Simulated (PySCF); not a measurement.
C2H6O2Si, SMILES O[SiH]1COC1.

Coordinates come from a PBE0-D3(BJ)/def2-SVP optimisation. The structure was generated by enumeration, and PubChem lists no compound with its InChIKey, so it may never have been made. The values are those of a single conformer.

All values below come from PBE/def2-TZVP (PySCF).

Gas-phase values at a fixed geometry.

Question: Estimate the frontier levels, gap, dipole moment and polarisability. (The exact figures need the calculation; the answer reports its results.)

Answer: 
The highest occupied level is -5.58 eV and the lowest empty level comes out as -0.59 eV. The orbital gap is 5.00 eV and the dipole moment comes out as 0.468 e·Å. The quadrupole, principal values (traceless, Buckingham form, about the centre of nuclear charge) comes out as -5.37, 2.58, 2.79 D·Å and the mean static polarisability comes out as 56.1 bohr³ (8.32 Å³). The polarisability, principal values is 51.4, 56.0, 61.0 bohr³.
